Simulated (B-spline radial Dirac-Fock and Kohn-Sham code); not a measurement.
Kohn-Sham estimates against Dirac-Fock for the levels of Sb³⁺

System: the Sb³⁺ ion, configuration 1s2 2s2 2p6 3s2 3p6 3d10 4s2 4p6 4d10 5s2.

The density-functional columns are spherical, spin-unpolarised Dirac-Kohn-Sham results without Breit or QED terms: −ε is minus the orbital energy of the initial state and ΔSCF the difference of two total energies. The reference in the last column comes from ΔSCF Dirac-Fock with Breit, self-energy and vacuum polarisation, finite nucleus, configuration average. All numbers are from a radial B-spline solver, in eV; a selection of levels is shown. The Kohn-Sham columns are given as differences from the reference. For the 1s level of heavy atoms much of the gap between ΔSCF and the reference is the Breit and QED part, -102.4 eV here; for other levels the error of the functional can be larger.

```tsv
level	PBE −ε − DF	PBE ΔSCF − DF	LDA −ε − DF	LDA ΔSCF − DF	Dirac-Fock
K	-218.3	+128.5	-253.1	+92.7	30531.3
L1	-109.4	-47.2	-113.6	-51.2	4746.0
L2	-82.9	-5.4	-84.3	-6.8	4422.6
L3	-86.2	-13.6	-87.3	-14.6	4174.1
M1	-55.4	-33.3	-56.6	-34.4	988.2
M2	-44.4	-21.6	-44.7	-21.9	855.9
M3	-43.9	-22.0	-44.2	-22.1	809.0
M4	-27.0	-2.8	-26.6	-2.4	577.8
M5	-27.3	-3.3	-26.9	-2.9	568.4
N1	-23.8	-12.9	-24.0	-13.1	202.0
N2	-18.2	-7.7	-18.2	-7.6	155.3
N3	-18.2	-7.9	-18.3	-7.9	146.7
N4	-8.2	+1.2	-8.0	+1.3	71.71
N5	-8.2	+1.1	-8.0	+1.2	70.47
O1	-2.7	+2.7	-2.2	+3.2	41.62
```

For the outermost level NIST gives 43.804 ± 0.025 eV (measured); the differences from it are PBE −ε -4.91, PBE ΔSCF +0.49, LDA −ε -4.42, LDA ΔSCF +1.01, Dirac-Fock -2.18 eV.

Values without a named source are computed, but for edge energies of neutral atoms, which are taken from tables.
